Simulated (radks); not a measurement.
Results of a calculation; reference values are marked as such.
How relativity changes the ionisation of neutral krypton ([Kr]) to Kr+ ([Ar] 3d10 4s2 4p5). Spin-unpolarised spherical Kohn-Sham, LDA (Slater exchange, Perdew-Wang correlation), point nucleus unless stated (finite: rms radius 4.1884 fm), a radial shooting solver on a logarithmic mesh with Libxc functionals. A level marked "c x" has the speed of light scaled by that factor and shares open shells by 2j + 1; other Dirac levels either fill j = l - 1/2 first or share by 2j + 1.

level                               E(Kr) (hartree)  E(Kr+) (hartree)  IE (eV)   HOMO  <r> HOMO (bohr)
non-rel.                                -2750.13331       -2749.60210   14.455     4p            1.950
scalar-rel.                             -2786.84298       -2786.31255   14.434     4p            1.944
scalar-rel., finite nucleus             -2786.81929       -2786.28886   14.434     4p            1.944
Dirac, 2j+1 shares                      -2787.05695       -2786.52623   14.442  4p3/2            1.961
Dirac, low j first                      -2787.05695       -2786.53523   14.197  4p3/2            1.961
Dirac, 2j+1 shares, finite nucleus      -2787.03323       -2786.50250   14.442  4p3/2            1.961
Dirac, c x 1.25                         -2773.47274       -2772.94189   14.445  4p3/2            1.957
Dirac, c x 1.5                          -2766.23391       -2765.70297   14.448  4p3/2            1.955
Dirac, c x 5                            -2751.56290       -2751.03172   14.454  4p3/2            1.951

NIST Atomic Spectra Database: 14.000 eV (measured). The relativistic part of the total energy of Kr is -36.9 hartree (Dirac, 2j+1 shares, finite nucleus), 1.3 % of the non-relativistic value. Spin polarisation and multiplet splitting of open shells are left out at every level.

Beside tabulated values, note that spin-unpolarised runs miss the spin-polarisation part of the exchange energy of open shells.
